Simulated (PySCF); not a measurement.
SnO⁺: mean field, correlation and small terms against distance

State: ²Π, doublet, unpaired electrons π ↑. ROHF-based CCSD(T) in PySCF 2.14 with Sn cc-pwCVDZ-PP with ECP28, O aug-cc-pVDZ and Sn cc-pwCVTZ-PP with ECP28, O aug-cc-pVTZ (frozen core orbitals: 5; scalar-relativistic core potentials). Correlation energies are extrapolated as n⁻³ (n = 2, 3), Hartree–Fock as (n+1)·exp(−9√n). All energies in eV from Sn⁺ + O.

```
 R (Å)  HF/CBS  CCSD corr.      (T)   total
1.7520  -0.857      -1.473  -0.1669  -2.497
1.8316  -1.306      -1.489  -0.1820  -2.977
1.9113  -1.481      -1.514  -0.1990  -3.194
1.9909  -1.466      -1.545  -0.2175  -3.228
2.0705  -1.322      -1.580  -0.2372  -3.139
2.1701  -1.026      -1.628  -0.2635  -2.917
2.2696  -0.653      -1.678  -0.2911  -2.623
```

A fit to the total gives Re = 1.9691 Å, De = 3.233 eV, ωe = 642.7 cm⁻¹, Be = 0.3081 cm⁻¹ (masses 119.9022 and 15.9949 u).

Task: At R = 1.9909 Å the CCSD correlation energy is -0.483531 hartree in the smaller basis and -0.689579 in the larger. Extrapolate it.

Result: (3³·E3 − 2³·E2)/(3³ − 2³) = -0.77634 hartree; the larger basis holds 88.8 % of it.

The T1 diagnostic is 0.025. The state was picked by a PBE0 search and need not be the measured ground state. Spin–orbit coupling, excitations beyond (T) and corrections to the Born–Oppenheimer picture are left out, and spin–orbit coupling matters for open p, d or f shells this heavy.
